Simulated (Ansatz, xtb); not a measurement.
## Two structures of AgB2GeH

Structure I is a singlet given by its coordinates and structure II is a singlet given by its coordinates. Both are isolated molecules in the gas phase, relaxed with PBE0-D3(BJ)/def2-SVP.

I (Å):

```yaml
atoms:
  - { symbol: Ag, position_ang: [1.4272, 0.9555, 0.4012] }
  - { symbol: B, position_ang: [0.0083, -0.8213, 0.0128] }
  - { symbol: B, position_ang: [-0.5878, 0.3627, 0.8421] }
  - { symbol: Ge, position_ang: [-2.1192, -0.7290, 0.8479] }
  - { symbol: H, position_ang: [0.4716, -1.7262, -0.6239] }
```

Close contacts (Å): Ag1–B2 2.31, Ag1–B3 2.15, B2–B3 1.56, B2–Ge4 2.29, B3–Ge4 1.88, B2–H5 1.20.

II (Å):

```xyz
5

Ag   -0.3046   -1.8375    1.2946
B    -0.2833    1.3369   -0.3377
B    -0.5282    0.0055    0.2947
Ge    1.4295    0.2120    0.6102
H     0.0189    2.3913   -0.8158
```

Close contacts (Å): Ag1–B3 2.11, Ag1–Ge4 2.77, B2–B3 1.49, B2–Ge4 2.26, B3–Ge4 1.99, B2–H5 1.20.

Q: Estimate E(II) − E(I) at the level CCSD(T)/def2-TZVP.

A: Too close to call at this level: CCSD(T)/def2-TZVP gives E(II) − E(I) = +0.012 eV.

Level by level:

```json
{"level": "GFN2-xTB", "geometry": "GFN2-xTB", "E(II) − E(I) (eV)": "−0.351", "departure from the last row (eV)": "−0.363", "job, with rough time for the two": "optimisation, 2.6 s"}
{"level": "HF/STO-3G", "geometry": "GFN2-xTB", "E(II) − E(I) (eV)": "−0.533", "departure from the last row (eV)": "−0.544", "job, with rough time for the two": "single point, 19 s"}
{"level": "r2SCAN-D4/def2-SVP", "geometry": "GFN2-xTB", "E(II) − E(I) (eV)": "+0.059", "departure from the last row (eV)": "+0.047", "job, with rough time for the two": "single point, 11 s"}
{"level": "PBE0-D3(BJ)/def2-SVP", "geometry": "PBE0-D3(BJ)/def2-SVP", "E(II) − E(I) (eV)": "+0.039", "departure from the last row (eV)": "+0.027", "job, with rough time for the two": "optimisation, 1.9 min"}
{"level": "HF/def2-TZVP", "geometry": "PBE0-D3(BJ)/def2-SVP", "E(II) − E(I) (eV)": "−0.106", "departure from the last row (eV)": "−0.118", "job, with rough time for the two": "part of the CCSD(T) run"}
{"level": "MP2/def2-TZVP", "geometry": "PBE0-D3(BJ)/def2-SVP", "E(II) − E(I) (eV)": "−0.004", "departure from the last row (eV)": "−0.015", "job, with rough time for the two": "part of the CCSD(T) run"}
{"level": "CCSD(T)/def2-TZVP", "geometry": "PBE0-D3(BJ)/def2-SVP", "E(II) − E(I) (eV)": "+0.012", "departure from the last row (eV)": "", "job, with rough time for the two": "single point, 8.4 min"}
```

The largest departure from CCSD(T)/def2-TZVP is that of HF/STO-3G, 0.544 eV.

With harmonic frequencies from PBE0-D3(BJ)/def2-SVP (ideal gas, rigid rotor, one conformer each, 400 K, 1 atm): the zero-point term adds −0.002 eV; ΔH is +0.015 and ΔG −0.002 eV.

The correlated steps freeze 11 core orbitals; the filled d shell of Ge is correlated; the last core shell of Ag is correlated, in a basis made for valence electrons. Atoms past krypton carry core potentials in the def2 sets, other sets are all-electron and non-relativistic, and no spin–orbit term is included. Run with Ansatz 0.2.0, xtb 6.7.1; the last row on 2 threads of AMD EPYC (Zen 3) on a shared host.
